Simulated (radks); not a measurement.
Results of a calculation; reference values are marked as such.
Exchange energies: the exact (Fock) value of the Kohn-Sham orbitals and density-functional approximations, in hartree. Species: B+ [He] 2s2; Ne [Ne]; Mg2+ [Ne]; Mo [Kr] 4d5 5s1; Si3+ [Ne] 3s1. Code: a radial shooting solver on a logarithmic mesh with Libxc functionals. Model: non-relativistic Kohn-Sham, exchange-only PBE, spin-polarised, spherical densities, point nucleus. Every spin shell is full or empty, so the densities are truly spherical. Functionals are evaluated on that one density, not self-consistently.

functional,B+,Ne,Mg2+,Mo,Si3+
exact,-3.47878,-12.0195,-15.6185,-119.742,-19.4682
LDA,-3.0283,-10.976,-14.266,-113.55,-17.827
PBEsol,-3.2945,-11.606,-15.041,-116.91,-18.757
RPBE,-3.5018,-12.100,-15.646,-119.55,-19.485
PW91,-3.4578,-12.057,-15.600,-119.79,-19.439
OPTX,-3.4795,-12.060,-15.627,-121.03,-19.471
AM05,-3.1242,-11.138,-14.464,-114.02,-18.054
SOGGA,-3.2895,-11.599,-15.031,-116.89,-18.747
G96,-3.4733,-12.082,-15.647,-120.19,-19.491
APBE,-3.5013,-12.162,-15.726,-120.22,-19.590
SCAN,-3.4698,-12.093,-15.680,-120.04,-19.527
MS2,-3.4995,-12.101,-15.664,-119.17,-19.504
Tao-Mo,-3.5020,-12.091,-15.635,-118.89,-19.461
MVS,-3.4629,-12.047,-15.612,-119.83,-19.430
